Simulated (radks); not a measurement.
Values are calculated unless marked as measured or tabulated.
Question: Ionisation of neutral gallium, [Ar] 3d10 4s2 4p1, to Ga+, [Ar] 3d10 4s2, under several functionals. Scalar-relativistic Kohn-Sham, spin-polarised, spherical densities, finite nucleus; open shells are filled with parallel spins first; a radial shooting solver on a logarithmic mesh with Libxc functionals. The NIST Atomic Spectra Database gives 5.999 eV (measured). Rank these functionals by the error of their Delta-SCF ionisation energy: AM05; exchange-only r2SCAN; exchange-only PBE; LDA (Slater exchange, VWN5 correlation); PBEsol; SOGGA.

Answer: From best to worst: LDA (Slater exchange, VWN5 correlation) 6.031 eV (+0.032); PBEsol 5.874 eV (-0.125); AM05 5.823 eV (-0.177); SOGGA 5.779 eV (-0.220); exchange-only PBE 5.328 eV (-0.672); exchange-only r2SCAN 5.161 eV (-0.839). Open shells are spherical and high-spin; term and fine-structure splittings are not resolved.
